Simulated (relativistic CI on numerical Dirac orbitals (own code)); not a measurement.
## How well does a small relativistic CI reproduce Os II?

Calculated at this level of theory: Dirac-Coulomb-Breit CI, separate exchange-only KLI orbitals for each configuration, QED by a radiative potential, valence Slater integrals scaled by 0.85, P86 correlation estimate, and configurations built on the next ion tied to the tabulated ionisation energy (semi-empirical) (own radial code, finite nucleus).

CI space (outside the closed core [Xe] 4f14): 5d6 6s, 5d5 6s2, 5d5 6s 6p, 5d6 6p, 5d7, 5d6 6d, 5d6 7s, 5d6 5f, 5d6 6f, 5d4 6s 6p2, 5d4 6s2 6p, 5d5 6p2, 5d6 7p, 5d5 6s 7p, 5d6 8s, 5d5 6s 7s, 5d6 7d, 5d6 8p, 5d5 6s 8s, 5d5 6s 5f, 5d6 5g, 5d5 6s 6d, 5d6 8d, 5d4 6s2 6d. Levels of other configurations are missing.

```
Configuration  Term (tabulated)    J  Measured (cm⁻¹)  Computed  Error  Purity (%)
       5d6 6s                6D  9/2              0.0         0      0          88
       5d6 6s                6D  7/2           3593.2      3215   -378          92
       5d6 6s                6D  5/2           3928.9      3892    -37          71
       5d6 6s                6D  3/2           5592.1      5247   -345          79
       5d6 6s                6D  1/2           6636.6      6075   -562          84
    5d5 6s 6p               8P°  5/2          37321.5     34673  -2649          89
    5d5 6s 6p             8P° †  7/2          39389.5     37098  -2291          79
    5d5 6s 6p             8P° †  9/2          41282.9     42450   1167          93
```

Measured levels from NIST Handbook of Basic Atomic Spectroscopic Data (Sansonetti and Martin, J. Phys. Chem. Ref. Data 34, 1559 (2005)); pairs were made by configuration, J and term (by order where the table uses no LS term), so strongly mixed levels may be paired wrongly.

Mean error by configuration (cm⁻¹): 5d6 6s -330; 5d5 6s 6p -2649. Over the excited levels the mean absolute error is 794 cm⁻¹ (7 of the 19 excited levels that our extract of the source holds in range could be paired, and the others can miss by more), and the median relative error of those above 1,000 cm⁻¹ is 7.1 %. † marks terms whose computed intervals miss the measured ones by more than a factor of 2.5, or configurations far off the rest, from wrong mixing, a near crossing or a doubtful label or measurement; they are left out of the means.
